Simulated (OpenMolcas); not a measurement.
# Ar6+: effect of the basis set

```json
{"Program": "OpenMolcas", "Method": "MS-RASPT2, IPEA 0.25 Eh, imaginary shift 0.1 Eh (closed shells correlated: 2s 2p)", "Active space": "2 electrons in 9 orbitals (RAS2 3s 3p; RAS3 3d, at most 2 electrons)", "State averaging": "2S+1 = 3 even, 3 roots; 2S+1 = 1 even, 7 roots; 2S+1 = 3 odd, 3 roots; 2S+1 = 1 odd, 3 roots", "Spin-orbit coupling": "state interaction with AMFI integrals over the reference wave functions, term energies averaged over their components"}
```

A. ANO-RCC-VTZP [5s4p2d1f], DKH2, point nucleus; CASPT2 step roughly 6 core-seconds
B. ANO-R2 [5s4p3d1f], X2C, finite nucleus; CASPT2 step roughly 5 core-seconds
C. ANO-RCC-VQZP [6s5p3d2f1g], DKH2, point nucleus; CASPT2 step roughly 8 core-seconds
D. ANO-RCC [8s7p5d4f2g], DKH2, point nucleus; CASPT2 step about 25 core-seconds

Energies in eV above 3s2 1S0, the measured ground level; measured values from Saloman, J. Phys. Chem. Ref. Data 39, 033101 (2010).

```json
{"Level": "3s2 1S0", "A": "0.0000", "B": "0.0000", "C": "0.0000", "D": "0.0000", "Measured": "0.0000"}
{"Level": "3s 3p 3P* 0", "A": "13.971", "B": "14.137", "C": "13.985", "D": "14.063", "Measured": "14.0227"}
{"Level": "3s 3p 3P* 1", "A": "14.065", "B": "14.232", "C": "14.076", "D": "14.155", "Measured": "14.1225"}
{"Level": "3s 3p 3P* 2", "A": "14.260", "B": "14.428", "C": "14.265", "D": "14.347", "Measured": "14.3313"}
{"Level": "3s 3p 1P* 1", "A": "21.466", "B": "21.259", "C": "21.396", "D": "21.259", "Measured": "21.1668"}
{"Level": "3p2 1D2", "A": "33.370", "B": "33.104", "C": "33.339", "D": "33.031", "Measured": "32.8247"}
{"Level": "3p2 3P0", "A": "33.597", "B": "33.702", "C": "33.577", "D": "33.579", "Measured": "33.4554"}
{"Level": "3p2 3P1", "A": "33.703", "B": "33.811", "C": "33.681", "D": "33.685", "Measured": "33.5721"}
{"Level": "3p2 3P2", "A": "33.921", "B": "34.019", "C": "33.893", "D": "33.889", "Measured": "33.7934"}
```

Deviations, from unrounded energies. A percentage is the sum of absolute deviations over the sum of measured energies, with the sign that they share, or ± where signs differ.

| Against measurement | Levels | A | B | C | D |
| --- | --- | --- | --- | --- | --- |
| mean absolute deviation (cm-1) | 8 | 1400 | 1400 | 1200 | 720 |
| other configurations (%) | 8 | ±0.7 | +0.7 | ±0.6 | +0.4 |

D lies closest to measurement on these levels and A furthest from it. The largest miss of D in the table is 3p2 1D2, by +1700 cm-1. The ranking rests on the paired levels alone, and a cruder setting can come out closer through cancelling errors.

Among A to D the level of the table that moves most is 3p2 1D2, by 2700 cm-1 (lowest in D, highest in A).

Active for correlation alone: 3d; no level in the range computed is led by a configuration that fills it, so any true level of that kind is missing. Some terms mix strongly with configurations of 3d, whose occupation reaches 0.17 (3p2 1D) (figures for A; the like holds for B, C, D). Some levels mix across a computed gap that differs much from the measured one, so their mixing is not that of the real levels (holds for A). Measured partners are found by configuration, term and J. A level has none where our copy of the source lacks it or the pairing is in doubt (some pairs that miss far off the trend of their configuration count as doubtful), and it then counts in no deviation. Levels of configurations outside the active space are missing. The table leaves out levels that lie high or whose names do not pair safely across all columns.

* marks odd parity.
